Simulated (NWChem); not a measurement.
Species: H3S2 cation; SMILES S[SH2+]

```xyz
5

S     -0.0532    -1.1232     0.0000
S      0.0464     0.9899     0.0000
H      1.2954    -1.2398     0.0000
H     -0.8210     1.2953     0.9989
H     -0.8210     1.2953    -0.9989
```
Atoms are numbered in this order, from 1.

Computed with NWChem. STO-3G and 3-21G are far too small for this property and stand as cheap habits. The geometry was optimised at B3LYP/6-31G* (spherical d). GIAO values for the isolated, static molecule; σ is the absolute isotropic shielding, δ = σ(reference) − σ with the isolated reference molecule computed at the same levels (1H: tetramethylsilane).

```
level                                 σ S1 (ppm)  σ S2 (ppm)  δ H3 (ppm)  δ H4 (ppm)
------------------------------------  ----------  ----------  ----------  ----------
Hartree-Fock/STO-3G                        434.7       843.0        6.81        4.08
BHandHLYP/pcSseg-1                         355.2       535.8        6.37        6.54
KT2/pcSseg-1                               393.7       525.5        5.92        6.61
LDA (Slater exchange, VWN5)/pcSseg-1       351.4       503.4        6.17        6.74
B3LYP/IGLO-III                             368.7       482.1        5.70        6.58
```
